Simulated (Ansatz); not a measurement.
Reaction (atomization): `N[SiH](N)O[SiH3]` → 8 H• + 2 N• + O• + 2 Si•

Isolated molecules relaxed with PBE0-D4/def2-TZVP in Ansatz; ΔE leaves out vibrations. CBS: MP2 limit from def2 TZ/QZ plus the TZ coupled-cluster correction, frozen cores. This one scheme is used for every species, atoms too. DFT in def2-TZVPP. B3LYP here is the variant with VWN-RPA as its local correlation; programs differ in this. No spin–orbit coupling; open shells (•) take unrestricted orbitals. Spin–orbit coupling would lower the free atoms: a little for O, Si. One conformer a species, not always the lowest.

| level | ΔE (kcal/mol) | difference from CCSD(T)/CBS |
| --- | --- | --- |
| PBE-D4 | 1099.8 | -2.3 |
| r2SCAN-D4 | 1091.9 | -10.2 |
| ωB97M-V | 1103.1 | 1.0 |
| B2PLYP | 1086.2 | -15.9 |
| r2SCAN | 1090.1 | -12.0 |
| B3LYP | 1089.1 | -13.0 |
| HF/def2-TZVPP | 783.9 | -318.2 |
| MP2/def2-TZVPP | 1077.3 | -24.8 |
| SCS-MP2/def2-TZVPP | 1084.5 | -17.6 |
| CCSD/def2-TZVPP | 1052.7 | -49.4 |
| CCSD(T)/def2-TZVPP | 1066.2 | -35.9 |
| HF/def2-QZVPP | 787.4 | -314.7 |
| MP2/def2-QZVPP | 1099.2 | -2.9 |
| SCS-MP2/def2-QZVPP | 1109.3 | 7.2 |
| HF/CBS(def2) | 787.9 | -314.2 |
| MP2/CBS(def2) | 1113.3 | 11.2 |
| CCSD(T)/CBS | 1102.1 | 0 |

Largest T1 diagnostic among the species: 0.012.

From PBE to PBE0 (25 % exact exchange), in def2-TZVPP and without D4, ΔE moves by −15.1 kcal/mol: exact exchange takes away binding that semilocal exchange gives to molecules. In def2-TZVPP, CCSD(T) changes the Hartree–Fock value by +282.3 kcal/mol (the triples alone add +13.5 kcal/mol) and MP2 by +293.4 kcal/mol; breaking electron pairs costs correlation energy, which Hartree–Fock lacks. The D4 term adds +11.0 kcal/mol with B3LYP and +5.8 kcal/mol with PBE0; it sums over pairs of atoms, weighted by their polarisabilities, and B3LYP, whose exchange is more repulsive, gets the larger term.

For atomizations the MP2-based limit and the directly extrapolated one differ by several kJ/mol either way, and by 10 to 25 for some Ge, Se and Sn compounds, so smaller differences from it don't rank the levels.
